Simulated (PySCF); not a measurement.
Job file and geometry (Å, from GFN2-xTB) of an NMR shielding run on selenoanisole (SMILES C[Se]c1ccccc1), GIAO PBE0/pcSseg-1 NMR shielding, non-relativistic, gas phase in PySCF 2.14.0, density-fitted response routines; density fitting, a coarse starting grid and PySCF grid level 2 are the driver's defaults:

```
{"job": {"kind": "nmr", "xc": "PBE0", "basis": "pcSseg-1"}, "charge": 0, "multiplicity": 1}
C      3.056042     0.179511    -0.136844
Se     1.863983    -1.269191    -0.674312
C      0.142410    -0.542176    -0.243539
C     -0.960534    -1.345728    -0.516818
C     -2.233254    -0.892052    -0.234279
C     -2.417276     0.363934     0.322731
C     -1.318956     1.160321     0.594315
C     -0.038718     0.714212     0.313651
H      2.831793     1.073941    -0.713315
H      4.064811    -0.158874    -0.359533
H      2.956746     0.362271     0.930563
H     -0.807121    -2.324618    -0.951813
H     -3.084972    -1.520343    -0.449177
H     -3.412786     0.718659     0.543618
H     -1.455554     2.139567     1.029947
H      0.805786     1.349509     0.533394
```

**Question.** What does the program print?

**Answer.** 
```
coarse grid: 63368 points
cycle   1  E = -2672.1595407640  dE =  2.266e-01  |g| = 7.442e-01  |ddm| = 4.134e+00
cycle   2  E = -2672.1551054585  dE =  4.435e-03  |g| = 5.653e-01  |ddm| = 9.439e-01
cycle   3  E = -2672.1989145123  dE = -4.381e-02  |g| = 1.503e-01  |ddm| = 5.881e-01
cycle   4  E = -2672.2041003963  dE = -5.186e-03  |g| = 4.508e-02  |ddm| = 2.246e-01
cycle   5  E = -2672.2046468675  dE = -5.465e-04  |g| = 1.693e-02  |ddm| = 6.462e-02
cycle   6  E = -2672.2047265727  dE = -7.971e-05  |g| = 2.103e-03  |ddm| = 1.953e-02
cycle   7  E = -2672.2047275933  dE = -1.021e-06  |g| = 1.102e-03  |ddm| = 3.502e-03
final grid: 134512 points
cycle   8  E = -2672.2047571595  dE =  1.862e-07  |g| = 1.502e-03  |ddm| = 3.288e-03
cycle   9  E = -2672.2047565380  dE =  6.216e-07  |g| = 2.173e-03  |ddm| = 3.219e-03
cycle  10  E = -2672.2047576563  dE = -1.118e-06  |g| = 2.350e-04  |ddm| = 2.048e-03
cycle  11  E = -2672.2047576707  dE = -1.443e-08  |g| = 3.168e-05  |ddm| = 2.514e-04
cycle  12  E = -2672.2047576710  dE = -2.301e-10  |g| = 4.139e-06  |ddm| = 3.044e-05
converged SCF energy = -2672.2047576710

GIAO shielding tensors (ppm)
atom      isotropic    diamagn.    paramagn.     s11        s22        s33       span
  0 C      173.041     248.673     -75.632    161.230    172.444    185.449     24.219
  1 Se    1552.075    2996.769   -1444.694   1186.278   1371.579   2098.368    912.090
  2 C       36.495     258.333    -221.838    -49.601      8.901    150.186    199.787
  3 C       54.653     250.750    -196.097    -52.402     49.956    166.405    218.807
  4 C       53.371     253.400    -200.029    -56.533     40.418    176.228    232.761
  5 C       57.736     253.378    -195.642    -49.348     43.829    178.727    228.075
  6 C       52.193     252.902    -200.709    -59.712     40.505    175.785    235.497
  7 C       58.252     251.975    -193.722    -51.659     49.470    176.946    228.605
  8 H       29.256      30.167      -0.911     23.908     26.281     37.578     13.670
  9 H       29.750      27.640       2.111     23.723     26.772     38.756     15.033
 10 H       29.248      30.148      -0.900     23.890     26.255     37.599     13.708
 11 H       24.225      31.626      -7.401     19.226     22.797     30.651     11.426
 12 H       24.206      29.429      -5.223     20.706     24.884     27.027      6.321
 13 H       24.393      29.593      -5.200     21.042     25.431     26.706      5.664
 14 H       24.136      30.692      -6.556     20.573     24.441     27.395      6.822
 15 H       24.574      34.324      -9.750     19.183     22.826     31.713     12.530
```

Relativistic effects, spin–orbit coupling among them, are left out; they matter for Se and for the light atoms bonded to it.

Size and cost of the density-fitted run: 200 basis functions, 25 s wall time on 1 thread of an Arm Neoverse V2, shared host.
